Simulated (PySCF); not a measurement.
# SiSe and its ions

r²SCAN; Si def2-TZVPPD, Se def2-TZVPPD; no relativity (PySCF 2.14). Neutral (UKS): singlet (closed shell), Re = 2.068 Å, ωe = 583 cm⁻¹, De = 5.66 eV, HOMO -6.99 eV, LUMO -3.15 eV.

SiSe⁺ (UKS): doublet (π ↑), Re = 2.213 Å, ωe = 462 cm⁻¹, De = 4.01 eV to Si⁺ + Se. The energies at the minima are -2691.02455 hartree for SiSe and -2690.65829 for SiSe⁺.

Work out the adiabatic ionisation energy, without and with harmonic zero-point energies (1 hartree = 27.2114 eV, 1 eV = 8065.5 cm⁻¹), and the change of the bond length.

At r²SCAN: 0.36626 hartree = 9.966 eV between the minima; the zero-point term (462.0 − 583.0)/2 cm⁻¹ = -0.008 eV makes it 9.959 eV. Re changes by +14.5 pm against the neutral. Minus the HOMO energy is 6.99 eV, -2.98 eV from the value between the minima; self-interaction puts the Kohn–Sham level too high, less so with exact exchange. The electron leaves a π orbital, and the longer bond of the ion fits a bonding orbital, or a change in how ionic the bond is.

SiSe⁻ (UKS): doublet (π ↑), Re = 2.178 Å, ωe = 471 cm⁻¹, De = 4.32 eV to Si + Se⁻. The energies at the minima are -2691.02455 hartree for SiSe and -2691.05285 for SiSe⁻.

Work out the adiabatic electron affinity, without and with harmonic zero-point energies (1 hartree = 27.2114 eV, 1 eV = 8065.5 cm⁻¹), and the change of the bond length.

At r²SCAN: 0.02830 hartree = 0.770 eV between the minima; the zero-point term (583.0 − 471.0)/2 cm⁻¹ = +0.007 eV makes it 0.777 eV. Re changes by +11.0 pm against the neutral. The electron enters a π orbital, and the longer bond of the ion fits an antibonding orbital, or a change in how ionic the bond is.

Spin–orbit coupling is left out. For an ion De counts to the pair picked by the measured ionisation energies or electron affinities, which need not be the lowest pair at this level. The highest Kohn–Sham level is positive in this anion. Much of that is self-interaction error, but it also means that the finite basis helps to hold the extra electron. States were picked by a PBE0 search and need not be the measured ground states.
